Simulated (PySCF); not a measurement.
Species: sum formula H$_{3}$BPO$_{2}$, net charge 0, doublet state. It need not be the lowest isomer of its formula. SMILES: B([O])(P)O
Structure (B3LYP-D3(BJ)/def2-TZVP (Ansatz) minimum search):
```
B
O 1 1.2730
O 1 1.3551 2 139.09
H 3 0.9614 1 114.71 2 -180.00
P 1 2.0733 2 99.48 3 -180.00
H 5 1.4109 1 100.80 2 -49.31
H 5 1.4109 6 96.29 1 -102.30
```
Charge 0, spin multiplicity 2.

Dispersion corrections to the total energy (kcal/mol) from the dftd3 and dftd4 libraries through PySCF: D3(BJ) without and D4 with the three-body term, each with the damping fitted for the functional named.

| functional | D3(BJ) | D4 |
|---|---|---|
| revPBE | -7.35 | -9.14 |
| BHLYP | -4.14 | [?] |
| TPSSh | -3.36 | [?] |
| BP86 | -4.74 | -3.78 |
| PW6B95 | -1.49 | -2.52 |
| CAM-B3LYP | [?] | -2.39 |
| B2GP-PLYP | -2.08 | -1.18 |

Question: Fill in the missing entries.

Answer: 
- BHLYP, D4: -3.45
- TPSSh, D4: -3.49
- CAM-B3LYP, D3(BJ): -2.28
